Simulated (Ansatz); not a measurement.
A made-up structure of ZnNH3S, singlet:

N1  (0.261, 0.409, 1.445)
Zn2  (0.231, -0.247, -0.247)
S3  (0.365, -1.117, -2.215)
H4  (-0.458, 0.097, 2.083)
H5  (1.354, -2.024, -2.437)
H6  (-0.780, -0.547, -2.628)
(Å)

It is relaxed with PBE-D4/def2-SVP and then PBE0-D4/def2-TZVP (Ansatz 0.2.0). Atoms count as bonded within 1.22 times the sum of their covalent radii (H–H: 0.88 Å). The end point is not checked to be a true minimum.

Problem. Does its bonding change? (A judgement: the text doesn't fix the answer.)

Solution. The calculation gives: No: no bond forms or breaks.

Where it ends: The first stage lowers the energy by 1.59 eV in 12 steps. It ends as ZnNH₃S ([NH][Zn][SH2]):
N1  (0.219, 0.511, 1.485)
Zn2  (0.222, -0.227, -0.100)
S3  (0.660, -0.727, -2.408)
H4  (-0.402, -0.025, 2.099)
H5  (0.887, -2.046, -2.272)
H6  (-0.613, -0.915, -2.802)
(Å)

Labels in which every atom is bracketed show which atoms are joined, not bond orders.

For scale, one of the runs: PBE0-D4/def2-TZVP relaxation, 134 basis functions, launched by `ansatz run in.yaml --threads 2 --pin off --events-out ev --progress --plain --max-ram 4352MiB`. The run took about 29 s on 2 CPU threads of an Arm Neoverse V1 (shared host).
